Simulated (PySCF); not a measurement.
A calculated (PBE, PySCF 2.14, ANO-RCC-VTZP, scalar relativity by spin-free X2C-1e) atom or ion has these occupied shells.

```json
{"shell": "1s α", "electrons": "1", "orbital energy (eV)": "-87745.0", "rms radius, mean of both spins (bohr)": "0.0181"}
{"shell": "1s β", "electrons": "1", "orbital energy (eV)": "-87744.9", "rms radius, mean of both spins (bohr)": "0.0181"}
{"shell": "2s α", "electrons": "1", "orbital energy (eV)": "-15696.0", "rms radius, mean of both spins (bohr)": "0.0731"}
{"shell": "2s β", "electrons": "1", "orbital energy (eV)": "-15696.0", "rms radius, mean of both spins (bohr)": "0.0731"}
{"shell": "2p α", "electrons": "3", "orbital energy (eV)": "-13538.1", "rms radius, mean of both spins (bohr)": "0.0673"}
{"shell": "2p β", "electrons": "3", "orbital energy (eV)": "-13538.0", "rms radius, mean of both spins (bohr)": "0.0673"}
{"shell": "3s α", "electrons": "1", "orbital energy (eV)": "-3771.0", "rms radius, mean of both spins (bohr)": "0.186"}
{"shell": "3s β", "electrons": "1", "orbital energy (eV)": "-3770.9", "rms radius, mean of both spins (bohr)": "0.186"}
{"shell": "3p α", "electrons": "3", "orbital energy (eV)": "-3148.3", "rms radius, mean of both spins (bohr)": "0.189"}
{"shell": "3p β", "electrons": "3", "orbital energy (eV)": "-3148.3", "rms radius, mean of both spins (bohr)": "0.189"}
{"shell": "3d α", "electrons": "5", "orbital energy (eV)": "-2480.6", "rms radius, mean of both spins (bohr)": "0.173"}
{"shell": "3d β", "electrons": "5", "orbital energy (eV)": "-2480.6", "rms radius, mean of both spins (bohr)": "0.173"}
{"shell": "4s α", "electrons": "1", "orbital energy (eV)": "-854.84", "rms radius, mean of both spins (bohr)": "0.409"}
{"shell": "4s β", "electrons": "1", "orbital energy (eV)": "-854.79", "rms radius, mean of both spins (bohr)": "0.409"}
{"shell": "4p α", "electrons": "3", "orbital energy (eV)": "-649.32", "rms radius, mean of both spins (bohr)": "0.436"}
{"shell": "4p β", "electrons": "3", "orbital energy (eV)": "-649.26", "rms radius, mean of both spins (bohr)": "0.436"}
{"shell": "4d α", "electrons": "5", "orbital energy (eV)": "-402.64", "rms radius, mean of both spins (bohr)": "0.463"}
{"shell": "4d β", "electrons": "5", "orbital energy (eV)": "-402.58", "rms radius, mean of both spins (bohr)": "0.463"}
{"shell": "5s α", "electrons": "1", "orbital energy (eV)": "-144.88", "rms radius, mean of both spins (bohr)": "0.906"}
{"shell": "5s β", "electrons": "1", "orbital energy (eV)": "-144.74", "rms radius, mean of both spins (bohr)": "0.906"}
{"shell": "4f α", "electrons": "7", "orbital energy (eV)": "-134.40", "rms radius, mean of both spins (bohr)": "0.497"}
{"shell": "4f β", "electrons": "7", "orbital energy (eV)": "-134.33", "rms radius, mean of both spins (bohr)": "0.497"}
{"shell": "5p α", "electrons": "3", "orbital energy (eV)": "-87.656", "rms radius, mean of both spins (bohr)": "1.04"}
{"shell": "5p β", "electrons": "3", "orbital energy (eV)": "-87.477", "rms radius, mean of both spins (bohr)": "1.04"}
{"shell": "5d α", "electrons": "5", "orbital energy (eV)": "-22.629", "rms radius, mean of both spins (bohr)": "1.40"}
{"shell": "5d β", "electrons": "5", "orbital energy (eV)": "-21.984", "rms radius, mean of both spins (bohr)": "1.40"}
{"shell": "6s α", "electrons": "1", "orbital energy (eV)": "-13.720", "rms radius, mean of both spins (bohr)": "2.44"}
{"shell": "6p α", "electrons": "3", "orbital energy (eV)": "-4.917", "rms radius, mean of both spins (bohr)": "3.38"}
```

(1) Name the element and its charge.

Results:

(1) Pb (lead, neutral), in [Xe] 4f14 5d10 6s1 6p3, high-spin 5S determinant (an excited configuration).
